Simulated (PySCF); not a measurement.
The PySCF input:
```python
from pyscf import gto, scf, dft, tdscf

mol = gto.M(
    atom='''
Si   -0.822684   -0.117697    0.010566
S     0.148188    1.741387    0.478697
S     0.618341   -1.631723   -0.488541
H    -1.529385   -0.463898    1.226962
H    -1.628480    0.012117   -1.186406
H     0.971344    1.760181   -0.560152
H     1.439628   -1.415254    0.529188
''',
    basis='6-31+g*',
    charge=0,
    spin=0,
    verbose=4,
)

mf = dft.RKS(mol)
mf.xc = 'b3lyp'
mf.kernel()
td = mf.TDDFT()
td.nstates = 5
td.kernel()
td.analyze()
```

Problem. What does this run give for the excitation energies found, total energy, HOMO-LUMO gap, number of basis functions, dipole moment?

Solution. 
```json
{
 "excitation_energies_found": "5.65, 5.83, 5.90, 5.97, 6.26 eV",
 "total_energy": "-1088.3207 Eh",
 "HOMO-LUMO gap": "6.71 eV",
 "number_of_basis_functions": "74",
 "dipole_moment": "0.14 D"
}
```
